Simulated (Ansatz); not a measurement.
Isolated molecules relaxed with PBE0-D4/def2-TZVP in Ansatz; ΔE leaves out vibrations. CCSD(T)/CBS is the MP2 limit (def2-TZVPP, def2-QZVPP) plus CCSD(T) − MP2 in def2-TZVPP, frozen cores. This one scheme is used for every species, atoms too. For atomizations the MP2-based limit and the directly extrapolated one differ by several kJ/mol either way, and by 10 to 25 for some Ge, Se and Sn compounds, so smaller differences from it don't rank the levels. DFT in def2-TZVPP. B3LYP here is the variant with VWN-RPA as its local correlation; programs differ in this. HSE06 is defined as in plane-wave codes. Open shells (•) are unrestricted, without spin–orbit coupling. Spin–orbit coupling would lower the free atoms: a little for C, S, Si. Each species was taken in one conformer, which may not be the lowest.

Reaction (atomization): `C=N[SiH](S)S` → C• + 5 H• + N• + 2 S• + Si•

```csv
level,ΔE (kJ/mol),difference from CCSD(T)/CBS
LDA (SPW92),3976.2,518.7
PBE-D4,3535.0,77.5
revPBE-D4,3453.9,-3.6
BLYP-D4,3462.3,4.8
r2SCAN-D4,3464.0,6.5
B97M-V,3490.8,33.3
B3LYP-D4,3457.7,0.2
r2SCANh-D4,3437.2,-20.3
r2SCAN0-D4,3398.8,-58.7
HSE06-D4,3463.8,6.3
BHLYP-D4,3346.8,-110.7
CAM-B3LYP-D4,3455.9,-1.6
ωB97X-V,3485.6,28.1
ωB97M-V,3485.1,27.6
B2PLYP,3405.6,-51.9
PBE-QIDH,3419.0,-38.5
PBE,3506.2,48.7
revPBE,3375.6,-81.9
BLYP,3400.5,-57.0
r2SCAN,3457.0,-0.5
PBE0,3436.3,-21.2
B3LYP,3411.2,-46.3
r2SCANh,3429.5,-28.0
HSE06,3440.6,-16.9
BHLYP,3308.8,-148.7
CAM-B3LYP,3430.5,-27.0
LC-ωPBE,3409.4,-48.1
MP2/def2-SVP,3204.3,-253.2
CCSD/def2-SVP,3126.1,-331.4
CCSD(T)/def2-SVP,3174.2,-283.3
HF/def2-TZVPP,2391.2,-1066.3
MP2/def2-TZVPP,3393.3,-64.2
SCS-MP2/def2-TZVPP,3390.4,-67.1
CCSD/def2-TZVPP,3272.2,-185.3
CCSD(T)/def2-TZVPP,3339.4,-118.1
HF/def2-QZVPP,2397.4,-1060.1
MP2/def2-QZVPP,3463.2,5.7
SCS-MP2/def2-QZVPP,3469.1,11.6
HF/CBS(def2),2398.4,-1059.1
CCSD/CBS(def2),3390.2,-67.3
CCSD(T)/CBS,3457.5,0
```

Largest T1 diagnostic among the species: 0.013.

From PBE to PBE0 (25 % exact exchange), in def2-TZVPP and without D4, ΔE moves by −69.9 kJ/mol: exact exchange takes away binding that semilocal exchange gives to molecules. The D4 term adds +46.6 kJ/mol with B3LYP and +24.7 kJ/mol with PBE0; it sums over pairs of atoms, weighted by their polarisabilities, and B3LYP, whose exchange is more repulsive, gets the larger term.
